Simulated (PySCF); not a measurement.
## Two-component Hartree-Fock for Nd⁵⁵⁺ (neodymium, charge +55)

Start: [He] 2s2 2p1; 2p3/2 filled at m_j = +3/2. Calculated with PySCF 2.14 in an uncontracted even-tempered set (17 s from 36 bohr⁻², ratio 2.4; 13 p from 46 bohr⁻², ratio 2.4; 5 d from 150 bohr⁻², ratio 2.6; 4 f from 220 bohr⁻², ratio 2.6): generalised Hartree-Fock with the X2C-1e Hamiltonian and a Gaussian nucleus; one run each with spin-orbit coupling (SO) screened by Boettger's factors, then bare. This is a chosen level, not necessarily the ground level.

| spinor shell | electrons | ε, screened SO (eV) | ε, bare SO (eV) | weight of nominal j (bare SO) | rms radius, bare SO (bohr) |
| --- | --- | --- | --- | --- | --- |
| 1s1/2 | 2 | -49365.5 | -49365.8 | 1.000 | 0.0268 |
| 2s1/2 | 2 | -11850.6 | -11850.7 | 1.000 | 0.104 |
| 2p3/2 | 1 | -11127.9 | -11122.1 | 1.000 | 0.0933 |

| quantity | screened SO | bare SO |
| --- | --- | --- |
| E (hartree) | -5056.42308 | -5056.21247 |
| M_J | 3/2 | 3/2 |
| ⟨J²⟩ | 3.750 | 3.750 |
| ⟨L²⟩ | 2.000 | 2.000 |
| ⟨S²⟩ | 0.750 | 0.750 |

Each row is a mean over spinors that exchange with the open shell spreads, by up to 50.882 eV (2s1/2).

Breit and QED terms are absent; they matter most for the inner s and p1/2 levels.

Densities and radii are taken from the X2C orbitals without a picture-change correction, which distorts them close to the nucleus.
